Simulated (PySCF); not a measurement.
# Electron correlation in Se⁺ (selenium, charge +1)

[Ar] 3d10 4s2 4p3, high-spin 4S determinant. All numbers are calculated (PySCF 2.14, a scalar-relativistic core potential, in cc-pVDZ-PP with ECP10MDF). Frozen: 3s2 3p6 3d10; 5 electrons correlated.

MP2 pair energies summed by pair of shells (mhartree):

```csv
pair,energy,share (%)
4s-4p,-36.96,65.5
4p-4p,-13.19,23.4
4s-4s,-6.31,11.2
```

Total MP2 correlation energy: -56.47 mhartree.

Same-spin part -15.12 and opposite-spin part -41.35 mhartree; SCS-MP2 scales them by 1/3 and 6/5 to -54.66 mhartree.

```tsv
level	correlation energy (mhartree)
CCSD	-71.20
(T)	-0.63
CCSD(T)	-71.83
```

Diagnostics: T1 = 0.0012, D1 = 0.0031, largest double amplitude 0.058.

Question: Is a single reference adequate?

Answer: Yes, within this model without spin-orbit coupling: T1 lies below 0.03 and no double amplitude reaches 0.07.
